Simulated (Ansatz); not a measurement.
`CC(=O)O[SiH2]Cl` + `BCCBC` → `BCC[SiH2]Cl` + `CBOC(C)=O`  (redistribution)

Computed with Ansatz on PBE0-D4/def2-TZVP structures; ΔE is electronic, products minus reactants. CBS: MP2 limit from def2 TZ/QZ plus the TZ coupled-cluster correction, frozen cores. Functionals use def2-TZVPP. B3LYP here is the variant with VWN-RPA as its local correlation; programs differ in this. HSE06 is defined as in plane-wave codes. One conformer a species, not always the lowest.

`CC(=O)O[SiH2]Cl`:

```xyz
11

C     0.404   -1.816   -0.691
C     0.503   -0.403   -0.226
O     1.511    0.258   -0.178
O    -0.672    0.118    0.159
Si   -0.540    1.718    0.682
Cl   -2.461    2.205    1.186
H     1.386   -2.180   -0.985
H    -0.289   -1.875   -1.532
H    -0.006   -2.435    0.109
H     0.286    1.810    1.897
H    -0.122    2.601   -0.420
```

`BCCBC`:

Z-matrix (Å, degrees):
```
C
C 1 1.552
B 1 1.545 2 99.1
H 1 1.092 2 109.1 3 120.7
H 1 1.092 2 109.1 3 -120.7
B 2 1.566 1 117.7 3 178.5
H 2 1.102 1 111.3 3 -58.8
H 2 1.102 1 111.5 3 55.6
H 3 1.200 1 120.6 2 -86.6
H 3 1.200 1 120.6 2 85.8
C 6 1.553 2 125.1 1 -1.4
H 6 1.204 2 116.1 1 -179.1
H 11 1.091 6 115.5 2 15.7
H 11 1.093 6 112.8 2 143.2
H 11 1.102 6 105.9 2 -102.7
```

`BCC[SiH2]Cl`:

Z-matrix (Å, degrees):
```
C
C 1 1.530
B 1 1.549 2 118.4
H 1 1.097 2 111.7 3 -131.5
H 1 1.109 2 109.7 3 115.3
Si 2 1.864 1 114.3 3 -170.8
H 2 1.095 1 110.5 3 -48.3
H 2 1.097 1 110.4 3 68.3
H 3 1.199 1 121.3 2 16.3
H 3 1.198 1 119.9 2 -167.2
Cl 6 2.065 2 109.0 1 59.1
H 6 1.485 2 111.4 1 -58.6
H 6 1.484 2 112.2 1 177.9
```

`CBOC(C)=O`:

Z-matrix (Å, degrees):
```
C
B 1 1.553
H 1 1.095 2 110.5
H 1 1.097 2 109.0 3 114.9
H 1 1.091 2 114.1 3 -123.5
O 2 1.376 1 118.3 3 124.8
H 2 1.196 1 123.2 3 -53.4
C 6 1.369 2 122.6 1 171.2
C 8 1.494 6 111.1 2 153.0
O 8 1.193 6 122.8 2 -29.0
H 9 1.092 8 109.7 6 -60.6
H 9 1.087 8 110.0 6 178.0
H 9 1.092 8 109.5 6 56.6
```

**Question.** Is it downhill or uphill in electronic energy at CCSD(T)/CBS, and by how much? (An estimate is asked.)

**Answer.** Ansatz gave: Downhill: ΔE = -0.26 eV.

**Question.** What do these levels give: PBE-D4, revPBE-D4, BLYP-D4, r2SCAN-D4, r2SCANh-D4, HSE06-D4, ωB97X-V, ωB97M-V, PBE-QIDH, B3LYP, CCSD/def2-SVP, CCSD/def2-TZVPP? (Estimate.)

**Answer.** Computed: PBE-D4 -0.31, revPBE-D4 -0.29, BLYP-D4 -0.32, r2SCAN-D4 -0.25, r2SCANh-D4 -0.25, HSE06-D4 -0.30, ωB97X-V -0.29, ωB97M-V -0.28, PBE-QIDH -0.27, B3LYP -0.33, CCSD/def2-SVP -0.49, CCSD/def2-TZVPP -0.28 eV.

Largest T1 diagnostic among the species: 0.014.

From BLYP to BHLYP (50 % exact exchange), in def2-TZVPP and without D4, ΔE moves by +0.03 eV. In def2-TZVPP, CCSD(T) changes the Hartree–Fock value by +0.04 eV (the triples alone add +0.01 eV) and MP2 by +0.07 eV. Leaving LDA and LC-ωPBE aside and taking each functional with its dispersion term where it has one, the values spread over 0.07 eV, from BLYP-D4 to r2SCAN-D4.
